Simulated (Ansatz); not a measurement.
Consider the cleavage of the Si–B bond: `B[Si](F)(F)[SiH3]` + HCl → `F[Si](F)([SiH3])Cl` + BH₃.

Gas-phase electronic energies from Ansatz, PBE0-D4/def2-TZVP geometries. CCSD(T)/CBS is the MP2 limit (def2-TZVPP, def2-QZVPP) plus CCSD(T) − MP2 in def2-TZVPP, frozen cores. This one scheme is used for every species. DFT in def2-TZVPP.

CCSD(T)/CBS gives -134.5 kJ/mol.

(1) Another level gave -135.8 kJ/mol. Which?
A. MP2/def2-TZVPP
B. CCSD/def2-TZVPP
C. PBE0-D4/def2-TZVPP
D. r2SCANh-D4/def2-TZVPP

Largest T1 diagnostic among the species: 0.013.

Answers

(1) D. r2SCANh-D4 -135.8, MP2/def2-TZVPP -143.7, CCSD/def2-TZVPP -131.7, PBE0-D4 -127.4 kJ/mol.

Leaving LDA and LC-ωPBE aside and taking each functional with its dispersion term where it has one, the values, not all of them listed here, spread over 19.1 kJ/mol, from BHLYP-D4 to PBE-D4. At CCSD(T), def2-SVP lies +10.6 kJ/mol from the extrapolated value and def2-TZVPP +3.0 kJ/mol.
